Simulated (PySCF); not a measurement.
## K: electron affinity

K⁻ [Ar] 4s2 (1S) → K [Ar] 4s1 (2S), as a difference of total energies. Calculation: PySCF 2.14, in def2-TZVPPD; no relativity, point nucleus. Correlated levels: valence and next inner shell: [Ne] frozen. The calculations carry no spin-orbit coupling.

```
                                method  electron affinity (eV)
                                   UHF                  -0.184
    MP2 (valence and next inner shell)                   0.248
SCS-MP2 (valence and next inner shell)                   0.311
   CCSD (valence and next inner shell)                   0.414
CCSD(T) (valence and next inner shell)                   0.445
  CCSDT (valence and next inner shell)                   0.445
```

These non-relativistic numbers lack the scalar-relativistic shift.

Errors of the correlated levels include the incompleteness of this basis and the frozen core.

A negative affinity means that the anion lies above the atom at that level of theory.

For comparison: 0.501 eV (measured; photodetachment measurements, as compiled on the Wikipedia data page of electron affinities).
